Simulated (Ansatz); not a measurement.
Reaction (cleavage of the Al–B bond): `[CH3][AlH][BH]S` + `[SH][GeH3]` → `[CH3][AlH][S][GeH3]` + `BS`

Isolated molecules relaxed with PBE0-D4/def2-TZVP in Ansatz; ΔE leaves out vibrations. CCSD(T)/CBS adds triple-zeta CCSD(T) − MP2 to the extrapolated MP2 energy (def2 sets, frozen cores). This one scheme is used for every species. Functionals use def2-TZVPP. B3LYP here is the variant with VWN-RPA as its local correlation; programs differ in this. For Ge outer-core shells are correlated without core-valence functions, which leaves a few kJ/mol of doubt a bond. Scalar relativity is left out up to krypton. One conformer a species, not always the lowest.

`[CH3][AlH][BH]S`:

Z-matrix (Å, degrees):
```
C
Al 1 1.957
H 1 1.096 2 110.0
H 1 1.095 2 110.8 3 -117.0
H 1 1.092 2 113.8 3 120.9
B 2 2.117 1 122.5 3 -114.6
H 2 1.597 1 117.9 3 64.0
S 6 1.769 2 126.7 1 89.3
H 6 1.200 2 123.9 1 -90.2
H 8 1.346 6 102.3 2 0.5
```

`[SH][GeH3]`:

Z-matrix (Å, degrees):
```
Ge
S 1 2.224
H 1 1.536 2 110.4
H 1 1.533 2 104.8 3 119.2
H 1 1.536 2 110.4 3 -121.7
H 2 1.343 1 94.6 3 60.6
```

`[CH3][AlH][S][GeH3]`:

Z-matrix (Å, degrees):
```
C
Al 1 1.948
H 1 1.093 2 111.4
H 1 1.095 2 111.4 3 120.5
H 1 1.095 2 111.4 3 -120.5
S 2 2.185 1 121.2 3 179.4
H 2 1.583 1 124.3 3 -0.6
Ge 6 2.224 2 101.1 1 0.2
H 8 1.534 6 106.1 2 179.5
H 8 1.537 6 110.6 2 60.2
H 8 1.537 6 110.6 2 -61.2
```

`BS`:

Cartesian coordinates in Å:
```
B -0.556 0.125 -0.108
S 1.178 0.205 -0.424
H -1.250 0.730 -0.864
H -0.992 -0.498 0.808
H 1.619 -0.562 0.588
```

```tsv
level	ΔE (kJ/mol)
BLYP-D4	-148.8
B97M-V	-154.9
B3LYP	-146.1
r2SCAN0	-156.1
MP2/def2-TZVPP	-165.4
SCS-MP2/def2-TZVPP	-160.8
SCS-MP2/def2-QZVPP	-161.6
CCSD/CBS(def2)	-155.2
```

**Question.** What does CCSD(T)/CBS give? (Estimate.)

**Answer.** The calculation gave: -156.1 kJ/mol. The listed levels differ from it by 7.3, 1.2, 10.0, 0.0, -9.3, -4.7, -5.5, 0.9 kJ/mol.

Largest T1 diagnostic among the species: 0.015.

From PBE to PBE0 (25 % exact exchange), in def2-TZVPP and without D4, ΔE moves by −5.8 kJ/mol. Leaving LDA and LC-ωPBE aside and taking each functional with its dispersion term where it has one, the values, not all of them listed here, spread over 16.1 kJ/mol, from BHLYP-D4 to PBE-D4. LDA lies −3.9 kJ/mol from PBE without D4.
